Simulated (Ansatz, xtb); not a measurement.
System: CH₃Cd, charge 1, multiplicity 1. 
Geometry from a B3LYP-D3(BJ)/def2-TZVP (Ansatz, an electronic-structure program) optimisation:
SMILES: [CH3][Cd+]
```xyz
5

Cd    -0.2535    -0.1512    -0.2064
C      1.2957     0.7729     1.0550
H      1.7547    -0.0834     1.5369
H      0.7190     1.4180     1.7089
H      1.9194     1.2861     0.3312
```
Charge +1, spin multiplicity 1.

Harmonic wavenumbers from GFN2-xTB (xtb, at its own minimum), cm⁻¹: 421, 715, 715, 1125, 1313, 1314, 2896, 2928, 2929.

**Question.** Give the harmonic wavenumbers at B3LYP-D3(BJ)/def2-TZVP (Ansatz, finite differences of forces, unscaled).

**Answer.** 393, 767, 767, 1140, 1423, 1423, 3079, 3227, 3227 cm⁻¹. Zero-point energy 22.1 kcal/mol.

**Question.** From these and the geometry, give the ideal-gas thermochemistry at 298.15 K and 1 atm (rigid rotor, harmonic oscillator).

**Answer.** Point group C3v, rotational symmetry number 3. Rotational constants 149.4, 7.332, 7.332 GHz. S(trans) 40.44, S(rot) 19.04, S(vib) 1.55, S(elec, spin only) 0.00, S 61.0 cal/(mol K). H(298) - H(0) 2.70 kcal/mol; G - E(el) 6.6 kcal/mol.
